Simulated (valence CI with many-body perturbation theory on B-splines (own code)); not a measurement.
**Missing levels of Hg XLII**

Method: valence CI with perturbative core correlation (CI+MBPT): three valence electrons over a frozen Dirac-Fock core [Kr], a basis of 7 s, 7 p, 8 d, 6 f, 4 g, 1 h functions for each j, with the one-electron correlation potential Σ1, the two-electron term Σ2, the three-electron term Σ3, Breit, model QED; selected CI, second order for the rest, scaled by the run's own slope (own B-spline code, finite nucleus).

No measured spectrum was set against this ion. As an estimate, large intervals hold to a few tenths of a per cent, small ones and those within an open d or f shell to about a per cent. The list stops below the first excitations out of the core.

```
                    Level  E (eV)
          (4d3/2^3) J=3/2   0.000
(4d3/2^2 4d5/2) J=5/2 [a]       ?
    (4d3/2^2 4d5/2) J=3/2  26.898
    (4d3/2^2 4d5/2) J=7/2  28.837
    (4d3/2^2 4d5/2) J=9/2  29.027
    (4d3/2^2 4d5/2) J=1/2  29.222
(4d3/2^2 4d5/2) J=5/2 [b]  38.802
(4d3/2 4d5/2^2) J=7/2 [a]       ?
    (4d3/2 4d5/2^2) J=9/2  54.760
(4d3/2 4d5/2^2) J=3/2 [a]  56.600
    (4d3/2 4d5/2^2) J=1/2  57.890
(4d3/2 4d5/2^2) J=5/2 [a]       ?
   (4d3/2 4d5/2^2) J=11/2  58.966
(4d3/2 4d5/2^2) J=5/2 [b]  62.160
(4d3/2 4d5/2^2) J=7/2 [b]       ?
(4d3/2 4d5/2^2) J=3/2 [b]  70.819
          (4d5/2^3) J=9/2  82.910
          (4d5/2^3) J=3/2       ?
          (4d5/2^3) J=5/2       ?
```

Levels are named by their leading jj configuration (3d3/2^4 stands for four electrons in 3d with j = 3/2), which in mixed levels can hold well under half, so a name can repeat and another be missing. Letters in brackets count levels of one name in rising energy.

(1) The levels stand in rising order. What does the calculation give for the missing energies?

## Answers

(1) (4d3/2^2 4d5/2) J=5/2 [a] 24.338; (4d3/2 4d5/2^2) J=7/2 [a] 52.648; (4d3/2 4d5/2^2) J=5/2 [a] 58.446; (4d3/2 4d5/2^2) J=7/2 [b] 62.579; (4d5/2^3) J=3/2 88.566; (4d5/2^3) J=5/2 93.044.
